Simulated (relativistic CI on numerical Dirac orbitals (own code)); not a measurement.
# Ni4+ in a cubic cluster: 3p photoemission with charge transfer

Computed with a charge-transfer multiplet model of a cubic metal-ligand cluster with up to 3 ligand holes, Slater and spin-orbit integrals from Dirac-Coulomb-Breit ions, Slater integrals scaled by 0.7. The parameters are those of a tetrahedral site (10Dq negative, t2 hopping the larger). The ground state mixes d6 with configurations of k ligand holes L, whose averages lie at kΔ + k(k − 1)U_dd/2; a core hole lowers each added d electron by U_cd. 300 K, Lorentzian 0.9 eV and Gaussian 0.8 eV FWHM.

Atomic integrals in eV (Slater integrals scaled, ζ unscaled), ground: F2dd 9.934, F4dd 6.234, zeta_d 0.099; with the core hole: F2dd 10.570, F4dd 6.661, zeta_d 0.106, zeta_core 1.544, F2cd 10.871, G1cd 13.277, G3cd 8.210.

Cluster parameters (eV): Δ = -0.8, U_dd = 6.8, 10Dq = -0.4, 10Dq(ligand) = 0, V(eg) = 0.82, V(t2g) = -1.4, final-state hopping factor = 1.

Weights, n_d and S are thermal averages at 300 K. Binding energies count from the first peak over 30 % of the highest in each spectrum, which can be another peak from case to case. The parameters are a model scan and need not match a compound or its usual spin state. Peaks in eV (height, largest 100): 0.0 (77), 4.6 (100), 8.6 (71), 12.6 (67), 15.8 (67), 20.7 (58), 23.7 (36), 26.4 (21), 30.9 (12), 34.0 (29).

(1) Which parameters give this spectrum?
A. U_cd = 10 eV
B. U_cd = 8.8 eV
C. U_cd = 8.2 eV

Answers

(1) A. U_cd = 10 eV; the ground state then has 6.56 d electrons and S = 1.99. The choice follows from running the model for each set and comparing peak positions and heights.
